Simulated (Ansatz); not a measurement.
A structure relaxed at r2SCAN-D4/def2-TZVP in Ansatz, charge 0, doublet:

```xyz
3

Ta    1.273    0.433    0.337
S    -0.881   -0.278    0.834
S    -0.393   -0.155   -1.171
```

**Question.** Give its formula and point group.

**Answer.** the cluster TaS₂. Point group C2v (tolerance 0.1 Å).

**Question.** Summarise the bond lengths by kind (pairs closer than 1.2 times the sum of covalent radii, bridged metal pairs left out).

**Answer.** 2 × S–Ta 2.32 Å; 1 × S–S 2.07 Å. The metal has 2 neighbours: S 2.32 Å, S 2.32 Å.

In the def2 sets Ta takes a core potential; there is no spin–orbit coupling. The charge 0 doublet is spin-contaminated (final ⟨S²⟩ up to 1.50, 0.75 for a pure state). The relaxation made no stability test and no search for a lower SCF solution. No other spin state of charge 0 was run. Another isomer (doublet) lies 2.44 eV lower at PBE0-D4/def2-TZVP; other spin states weren't run for this one.
